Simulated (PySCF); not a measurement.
C₇H₅ClFN.
Atom-mapped SMILES: `[N:1]#[C:2]/[C:3]([F:4])=[C:5]1/[CH2:6][CH2:7]/[C:8]1=[CH:9]\[Cl:10]`

Definitions: NICS(0) = −σiso at the ring centroid; NICS(1) = −σiso and NICS(1)zz = −σzz at ±1 Å along the ring normal z. Level: GIAO PBE0/pcSseg-1 (PySCF, non-relativistic, gas phase) on the GFN2-xTB geometry, one conformer.

Ring bond lengths (Å), with Mayer bond orders in brackets: C5–C6 1.504 (1.07), C6–C7 1.545 (1.07), C7–C8 1.509 (1.04), C8–C5 1.449 (1.03).

Q: What do the NICS probes read (ppm)?

A: 
```json
{"ring": "C5–C6–C7–C8", "type": "4-membered carbocycle; formal bonds all single", "NICS(0)": "1.3", "NICS(1), two faces": "-1.3 / -1.3", "NICS(1)zz, two faces": "2.3 / 2.3", "rms pucker (Å)": "0.00", "centre to ring atoms, mean (Å)": "1.06"}
```

Q: What can be read from them?

A: 
- C5–C6–C7–C8: mean NICS(1)zz 2.3 ppm, near zero. C6, C7 have four or more neighbours; no verdict on aromaticity is drawn.

Q: At the first NICS(1) probe listed for ring C5–C6–C7–C8, 1 Å off the ring, what do the in-plane components average?

A: The isotropic value is a third of the trace: (3 × -1.3 − (2.3))/2 = -3.1 ppm.

Q: How shielded are the nuclei of the rings and their hydrogens (means over atoms taken as equivalent)?

A: 
```
       atoms                      environment  σ isotropic (ppm)  principal values of the symmetric part, first atom (ppm)
          C5  fully substituted alkene carbon               41.4                                        -60.8, 45.8, 139.1
          C6                   allylic carbon              160.6                                       146.4, 162.5, 172.9
          C7                   allylic carbon              159.6                                       149.8, 157.1, 171.9
          C8  fully substituted alkene carbon               45.9                                        -57.8, 58.8, 136.8
H on C6 (×2)               methylene hydrogen              28.72                                          25.0, 27.1, 34.0
H on C7 (×2)               methylene hydrogen              28.85                                          24.8, 27.9, 33.8
```
